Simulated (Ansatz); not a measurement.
Consider the substitution at a C–I bond: `[SiH3]C([SiH3])I` + H₂S → `[SiH3]C([SiH3])S` + HI.

Computed with Ansatz on PBE0-D4/def2-TZVP structures; ΔE is electronic, products minus reactants. CBS: MP2 limit from def2 TZ/QZ plus the TZ coupled-cluster correction, frozen cores. This one scheme is used for every species. Functionals use def2-TZVPP. def2 core potentials past Kr. For I outer-core shells are correlated without core-valence functions, which leaves a few kJ/mol of doubt a bond. One conformer a species, not always the lowest.

| level | ΔE (kcal/mol) |
| --- | --- |
| PBE-D4 | 2.3 |
| PBE0-D4 | 2.2 |
| PBE | 2.2 |
| r2SCAN | 2.5 |
| HF/def2-TZVPP | 2.6 |
| MP2/def2-TZVPP | 4.7 |
| CCSD(T)/def2-TZVPP | 3.8 |
| CCSD/CBS(def2) | 4.7 |

Q: What does CCSD(T)/CBS give? (An estimate is asked.)

A: The calculation gave: +4.9 kcal/mol. The listed levels differ from it by -2.6, -2.7, -2.7, -2.4, -2.3, -0.2, -1.1, -0.2 kcal/mol.

Largest T1 diagnostic among the species: 0.012.

In def2-TZVPP, CCSD(T) changes the Hartree–Fock value by +1.2 kcal/mol (the triples alone add +0.3 kcal/mol) and MP2 by +2.1 kcal/mol.
